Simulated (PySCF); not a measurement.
## Bonding in `Cc1cpc(C=O)o1`

Compound: C5H5O2P.
Atom-mapped SMILES: `[CH3:1][c:2]1[cH:3][p:4][c:5]([CH:6]=[O:7])[o:8]1` (hydrogens: H9, H10, H11 on C1; H12 on C3; H13 on C6)

Geometry (GFN2-xTB, Å), atoms numbered from 1 in this order:
```
atom  x, y, z in Å
C1    -1.9923   -0.7810   -0.4185
C2    -0.7942   -0.0382    0.0591
C3    -0.7419    1.0150    0.9267
P4     0.9077    1.5650    1.1916
C5     1.3996    0.3125    0.0961
C6     2.7495    0.0213   -0.3024
O7     3.7140    0.6351    0.0940
O8     0.3883   -0.4362   -0.4079
H9    -2.8900   -0.3675    0.0292
H10   -1.9096   -1.8344   -0.1546
H11   -2.0658   -0.7148   -1.5032
H12   -1.6121    1.4460    1.3849
H13    2.8423   -0.8225   -1.0127
```

Bond orders from the PBE0/pcSseg-1 density (PySCF). The structure is a single GFN2-xTB conformer in the gas phase; no vibrational or solvent corrections.

(1) How far do the computed orders between heavy atoms stray from the drawn ones?

(2) Give the Mayer order of every bond, beside its length.

Answers

(1) The largest departure is 0.505, at C5–O8 (drawn aromatic, 0.995), counting aromatic bonds as 1.5. The bonds drawn aromatic range from 0.99 to 1.51.

(2) 
```json
{"bond": "C1–C2", "drawn as": "single", "length (Å)": "1.488", "Mayer order": "1.082"}
{"bond": "C2–C3", "drawn as": "aromatic", "length (Å)": "1.365", "Mayer order": "1.506"}
{"bond": "C3–P4", "drawn as": "aromatic", "length (Å)": "1.759", "Mayer order": "1.182"}
{"bond": "P4–C5", "drawn as": "aromatic", "length (Å)": "1.735", "Mayer order": "1.413"}
{"bond": "C5–C6", "drawn as": "single", "length (Å)": "1.437", "Mayer order": "1.053"}
{"bond": "C6–O7", "drawn as": "double", "length (Å)": "1.210", "Mayer order": "1.961"}
{"bond": "C5–O8", "drawn as": "aromatic", "length (Å)": "1.355", "Mayer order": "0.995"}
{"bond": "O8–C2", "drawn as": "aromatic", "length (Å)": "1.332", "Mayer order": "1.094"}
{"bond": "C1–H9", "drawn as": "single", "length (Å)": "1.085", "Mayer order": "0.952"}
{"bond": "C1–H10", "drawn as": "single", "length (Å)": "1.089", "Mayer order": "0.937"}
{"bond": "C1–H11", "drawn as": "single", "length (Å)": "1.089", "Mayer order": "0.937"}
{"bond": "C3–H12", "drawn as": "single", "length (Å)": "1.074", "Mayer order": "0.962"}
{"bond": "C6–H13", "drawn as": "single", "length (Å)": "1.107", "Mayer order": "0.947"}
```

Bonds between the same two heavy elements. C–C: lowest C5–C6 (1.053, 1.437 Å), highest C2–C3 (1.506, 1.365 Å); in 1 of the 3 pairs the longer bond (by over 0.003 Å) has the higher order (by 0.02 or more). C–P: lowest C3–P4 (1.182, 1.759 Å), highest P4–C5 (1.413, 1.735 Å). C–O: lowest C5–O8 (0.995, 1.355 Å), highest C6–O7 (1.961, 1.210 Å).

Question: Sum the orders of all bonds at each heavy atom with more than one neighbour and set the sums beside the valence in the SMILES.

Answer: C1 3.908 (drawn 4), C2 3.682 (drawn 4), C3 3.650 (drawn 4), P4 2.595 (drawn 3), C5 3.461 (drawn 4), C6 3.961 (drawn 4), O8 2.089 (drawn 2). Orders between atoms that aren't bonded are not in these sums.

For a closed shell the Mayer order of atoms A and B is Σ (PS)μν (PS)νμ over the basis functions μ on A and ν on B, with P the density and S the overlap matrix.

These values come from a run that also computed NMR shieldings. The run took about 60 s of CPU time (one thread, shared machine).
